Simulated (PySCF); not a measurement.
C3H6O3, SMILES COC(OC)=O (connectivity only; charge and spin as stated), charge +1, multiplicity 2.

Geometry optimised at B3LYP-D3(BJ)/def2-SVP. The spin state was assumed, not searched.

Level of theory: TDA-B3LYP/def2-SVPD (PySCF).

Vertical excitations. Gas-phase values at a fixed geometry.

```
state    energy (eV)  λ (nm)      f                               main pairs
-------  -----------  ------  -----  ---------------------------------------
root 1          0.76    1631  0.000   β HOMO−2→LUMO 81 %, β HOMO−4→LUMO 17 %
root 2          1.12    1102  0.000                         β HOMO→LUMO 99 %
root 3          1.90     652  0.008                       β HOMO−1→LUMO 95 %
root 4          2.55     486  0.008                       β HOMO−3→LUMO 98 %
root 5          3.15     393  0.000   β HOMO−4→LUMO 80 %, β HOMO−2→LUMO 18 %
root 6          4.16     298  0.000                       β HOMO−6→LUMO 89 %
root 7          4.39     283  0.011                       β HOMO−5→LUMO 98 %
root 8          4.63     268  0.000                       β HOMO−7→LUMO 99 %
root 9          6.06     205  0.009  β HOMO−8→LUMO 73 %, β HOMO−11→LUMO 15 %
root 10         6.56     189  0.000     α HOMO→LUMO 47 %, β HOMO→LUMO+1 49 %
```
Unrestricted roots are not spin-pure.
